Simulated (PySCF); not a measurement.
## Basis-set dependence of population analyses: `C=C[O][AlH][CH3]`

Compound: C3H7AlO.
Geometry (PBE0-D3(BJ)/def2-SVP, Å), atoms numbered from 1 in this order:
```xyz
12
C3H7AlO angstrom
C     -2.6295    0.0153   -0.0927
C     -1.6900   -0.8628    0.2726
O     -0.3785   -0.6240    0.3909
Al     0.8346    0.4355   -0.2191
C      2.6015    0.2161    0.5562
H     -3.6734   -0.2967   -0.1463
H     -2.3878    1.0516   -0.3445
H     -1.9624   -1.8959    0.5293
H      0.4322    1.4614   -1.3595
H      2.9429   -0.8268    0.4433
H      3.3525    0.8709    0.0877
H      2.5945    0.4276    1.6384
```

PBE0 throughout (PySCF), one geometry, spherical d and f functions. Isolated species at its PBE0-D3(BJ)/def2-SVP geometry (one conformer only). The first 7 of 10 kinds of atom are listed.

Mulliken charges (e):

```
        basis  functions      C1      C2      O3     Al4      C5      H6      H7
       STO-3G         36  -0.233  +0.008  -0.379  +0.902  -0.450  +0.069  +0.060
        6-31G         63  -0.407  +0.199  -0.822  +1.053  -0.909  +0.155  +0.158
     pcSseg-0         63  -0.506  +0.141  -0.852  +1.347  -1.267  +0.215  +0.217
       6-31G*         88  -0.462  +0.166  -0.607  +0.731  -0.814  +0.167  +0.173
      cc-pVDZ        109  -0.136  +0.123  -0.472  +0.579  -0.305  +0.042  +0.040
     def2-SVP        109  -0.169  +0.154  -0.499  +0.788  -0.456  +0.049  +0.049
  aug-cc-pVDZ        182  +0.566  +0.799  -0.511  +0.525  +0.253  -0.370  -0.468
6-311+G(2d,p)        185  -0.267  +0.099  -0.727  +1.108  -0.927  +0.116  +0.107
    def2-TZVP        203  -0.328  +0.024  -0.305  +0.500  -0.603  +0.126  +0.128
      cc-pVTZ        252  -0.338  +0.037  -0.258  +0.394  -0.404  +0.120  +0.116
     IGLO-III        254  -0.278  +0.014  -0.508  +0.955  -0.674  +0.104  +0.089
```

IAO charges (e):

| basis | functions | C1 | C2 | O3 | Al4 | C5 | H6 | H7 |
| --- | --- | --- | --- | --- | --- | --- | --- | --- |
| STO-3G | 36 | -0.363 | -0.021 | -0.493 | +1.168 | -0.758 | +0.129 | +0.116 |
| 6-31G | 63 | -0.407 | +0.063 | -0.567 | +0.963 | -0.813 | +0.158 | +0.146 |
| pcSseg-0 | 63 | -0.401 | +0.066 | -0.560 | +0.986 | -0.817 | +0.153 | +0.141 |
| 6-31G* | 88 | -0.399 | +0.087 | -0.596 | +1.022 | -0.805 | +0.151 | +0.141 |
| cc-pVDZ | 109 | -0.407 | +0.088 | -0.591 | +1.016 | -0.803 | +0.152 | +0.142 |
| def2-SVP | 109 | -0.399 | +0.088 | -0.588 | +1.032 | -0.799 | +0.148 | +0.138 |
| aug-cc-pVDZ | 182 | -0.422 | +0.085 | -0.602 | +1.035 | -0.819 | +0.159 | +0.148 |
| 6-311+G(2d,p) | 185 | -0.422 | +0.085 | -0.610 | +1.054 | -0.829 | +0.159 | +0.148 |
| def2-TZVP | 203 | -0.422 | +0.088 | -0.611 | +1.061 | -0.831 | +0.158 | +0.147 |
| cc-pVTZ | 252 | -0.422 | +0.087 | -0.608 | +1.053 | -0.829 | +0.158 | +0.147 |
| IGLO-III | 254 | -0.424 | +0.085 | -0.612 | +1.062 | -0.832 | +0.159 | +0.148 |

Hirshfeld charges (e):

```json
{"basis": "STO-3G", "functions": "36", "C1": "-0.142", "C2": "+0.031", "O3": "-0.249", "Al4": "+0.667", "C5": "-0.190", "H6": "+0.018", "H7": "+0.013"}
{"basis": "6-31G", "functions": "63", "C1": "-0.151", "C2": "+0.031", "O3": "-0.294", "Al4": "+0.571", "C5": "-0.255", "H6": "+0.044", "H7": "+0.040"}
{"basis": "pcSseg-0", "functions": "63", "C1": "-0.154", "C2": "+0.030", "O3": "-0.275", "Al4": "+0.601", "C5": "-0.260", "H6": "+0.041", "H7": "+0.033"}
{"basis": "6-31G*", "functions": "88", "C1": "-0.150", "C2": "+0.028", "O3": "-0.274", "Al4": "+0.554", "C5": "-0.256", "H6": "+0.043", "H7": "+0.041"}
{"basis": "cc-pVDZ", "functions": "109", "C1": "-0.154", "C2": "+0.022", "O3": "-0.257", "Al4": "+0.575", "C5": "-0.264", "H6": "+0.041", "H7": "+0.037"}
{"basis": "def2-SVP", "functions": "109", "C1": "-0.156", "C2": "+0.025", "O3": "-0.259", "Al4": "+0.585", "C5": "-0.270", "H6": "+0.042", "H7": "+0.037"}
{"basis": "aug-cc-pVDZ", "functions": "182", "C1": "-0.159", "C2": "+0.020", "O3": "-0.283", "Al4": "+0.610", "C5": "-0.279", "H6": "+0.043", "H7": "+0.040"}
{"basis": "6-311+G(2d,p)", "functions": "185", "C1": "-0.156", "C2": "+0.018", "O3": "-0.282", "Al4": "+0.607", "C5": "-0.270", "H6": "+0.043", "H7": "+0.040"}
{"basis": "def2-TZVP", "functions": "203", "C1": "-0.159", "C2": "+0.020", "O3": "-0.274", "Al4": "+0.598", "C5": "-0.274", "H6": "+0.043", "H7": "+0.040"}
{"basis": "cc-pVTZ", "functions": "252", "C1": "-0.158", "C2": "+0.021", "O3": "-0.270", "Al4": "+0.596", "C5": "-0.276", "H6": "+0.043", "H7": "+0.039"}
{"basis": "IGLO-III", "functions": "254", "C1": "-0.160", "C2": "+0.019", "O3": "-0.275", "Al4": "+0.602", "C5": "-0.277", "H6": "+0.043", "H7": "+0.039"}
```

**Question.** Which scheme is steadiest as the basis changes?

**Answer.** Largest range over the bases for any column: Hirshfeld 0.11 e, IAO 0.20 e, Mulliken 1.52 e. Hirshfeld charges move least and Mulliken charges most, counted in e. Without the minimal STO-3G basis the ranges are Hirshfeld 0.06, IAO 0.10, Mulliken 1.52 e.

**Question.** How much do the charges still move between the two largest bases, cc-pVTZ and IGLO-III?

**Answer.** At most, over all atoms: Mulliken 0.561 e, IAO 0.009 e, Hirshfeld 0.006 e.

**Question.** What do the same runs give for the total energy, the frontier levels and the dipole moment?

**Answer.** 
```json
{"basis": "STO-3G", "energy (Eh)": "-430.4980", "HOMO (eV)": "-3.42", "LUMO (eV)": "3.97", "μ (D)": "1.37"}
{"basis": "6-31G", "energy (Eh)": "-435.7720", "HOMO (eV)": "-6.36", "LUMO (eV)": "-0.87", "μ (D)": "1.03"}
{"basis": "pcSseg-0", "energy (Eh)": "-435.1624", "HOMO (eV)": "-6.65", "LUMO (eV)": "-0.85", "μ (D)": "0.68"}
{"basis": "6-31G*", "energy (Eh)": "-435.8344", "HOMO (eV)": "-6.31", "LUMO (eV)": "-0.73", "μ (D)": "1.07"}
{"basis": "cc-pVDZ", "energy (Eh)": "-435.8620", "HOMO (eV)": "-6.43", "LUMO (eV)": "-0.85", "μ (D)": "1.21"}
{"basis": "def2-SVP", "energy (Eh)": "-435.6420", "HOMO (eV)": "-6.53", "LUMO (eV)": "-0.79", "μ (D)": "1.07"}
{"basis": "aug-cc-pVDZ", "energy (Eh)": "-435.8786", "HOMO (eV)": "-6.60", "LUMO (eV)": "-1.02", "μ (D)": "1.22"}
{"basis": "6-311+G(2d,p)", "energy (Eh)": "-435.9253", "HOMO (eV)": "-6.63", "LUMO (eV)": "-0.99", "μ (D)": "1.16"}
{"basis": "def2-TZVP", "energy (Eh)": "-435.9455", "HOMO (eV)": "-6.60", "LUMO (eV)": "-0.90", "μ (D)": "1.15"}
{"basis": "cc-pVTZ", "energy (Eh)": "-435.9405", "HOMO (eV)": "-6.57", "LUMO (eV)": "-0.89", "μ (D)": "1.15"}
{"basis": "IGLO-III", "energy (Eh)": "-435.9502", "HOMO (eV)": "-6.62", "LUMO (eV)": "-0.86", "μ (D)": "1.16"}
```

The dipole is fixed by the density alone, so its range of 0.69 D shows that the density itself changes with the basis, not only its division among atoms.
